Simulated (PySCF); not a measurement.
# 2-mercaptobenzyl alcohol (SMILES OCc1ccccc1S)

Geometry:
```csv
atom,x (Å),y (Å),z (Å)
O1,2.806,0.832,0.781
C2,2.170,0.159,-0.286
C3,0.702,-0.080,-0.060
C4,0.196,-1.382,-0.044
C5,-1.164,-1.636,0.119
C6,-2.041,-0.567,0.281
C7,-1.558,0.738,0.293
C8,-0.193,0.995,0.125
S9,0.331,2.685,0.088
H10,2.600,0.358,1.594
H11,2.305,0.808,-1.167
H12,2.670,-0.802,-0.505
H13,0.892,-2.216,-0.177
H14,-1.534,-2.663,0.121
H15,-3.111,-0.747,0.413
H16,-2.242,1.577,0.443
H17,1.583,2.436,0.546
```

Theory: PySCF, TDDFT CAM-B3LYP/aug-cc-pVDZ excited states, vertical, gas phase. Geometry: PBE0-D3(BJ)/def2-SVP.

(1) How strongly do the lowest singlets absorb one photon, and two photons of half the energy?

Results:

(1) δ for parallel linear polarisation; σ at the peak of a Lorentzian of half width 0.1 eV, single beam; Ω is circular over linear.
| state | E (eV) | f | photon λ (nm) | δ (au) | σ (GM) | Ω | main |
| --- | --- | --- | --- | --- | --- | --- | --- |
| S1 | 4.88 | 0.036 | 508 | 33.1 | 0.29 | 1.00 | HOMO→LUMO 0.40, HOMO→LUMO+2 0.17 |
| S2 | 5.17 | 0.107 | 480 | 94.2 | 0.92 | 0.88 | HOMO→LUMO+2 0.53, HOMO→LUMO 0.26 |
| S3 | 5.65 | 0.037 | 439 | 35.9 | 0.42 | 1.08 | HOMO→LUMO+1 0.41, HOMO→LUMO+4 0.14 |
| S4 | 5.80 | 0.019 | 428 | 103 | 1.27 | 1.39 | HOMO→LUMO+6 0.23, HOMO→LUMO+4 0.23 |
| S5 | 6.10 | 0.145 | 407 | 32.4 | 0.44 | 1.43 | HOMO→LUMO+1 0.22, HOMO−1→LUMO 0.21 |
| S6 | 6.16 | 0.046 | 403 | 136 | 1.89 | 1.42 | HOMO→LUMO+4 0.27, HOMO→LUMO+3 0.16 |

Among these, the strongest one-photon state is S5, the strongest two-photon state S6, with a dipole change of 4.0 D (relaxed, norm of the difference vector).
